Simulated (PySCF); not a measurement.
# A survey of $^{19}$F NMR shifts

Non-relativistic, equivalent nuclei averaged, isolated molecule, a single conformation. PBE0/pcSseg-1 with gauge-including orbitals; GFN2-xTB geometry; PySCF.

Shieldings were converted by a linear fit to measured shifts: $^{19}$F (scatter 6.0 ppm rms, 7.0 ppm with the 5 outliers that the fit left out vs CFCl3, solution or neat liquid, with a term for F on sp3 carbon). A few per cent of atoms miss by over 2 rms, more outside the fitted compound classes.

Question: Give the $^{19}$F shifts of `FC[C@@H]1C=C1F`, `FCC1(F)C=C1`.

Answer: 
| compound | environment | δ (ppm) |
| --- | --- | --- |
| [F:1][CH2:2][C@@H:3]1[CH:4]=[C:5]1[F:6] | F6: vinylic fluorine | -133.8 |
| [F:1][CH2:2][C@@H:3]1[CH:4]=[C:5]1[F:6] | F1: fluorine on an sp3 carbon | -218.9 |
| [F:1][CH2:2][C:3]1([F:4])[CH:5]=[CH:6]1 | F4: fluorine on an sp3 carbon | -145.9 |
| [F:1][CH2:2][C:3]1([F:4])[CH:5]=[CH:6]1 | F1: fluorine on an sp3 carbon | -218.6 |

Question: Order these by $^{19}$F shift, lowest first.
A. C=C[SiH2]/C(F)=C\C=O
B. F/C=C/C=C/F
C. C#C/C(F)=C/OC[SiH3]

Answer: C (-159.3 ppm, vinylic fluorine), B (-118.1 ppm, vinylic fluorine), A (-53.3 ppm, vinylic fluorine).
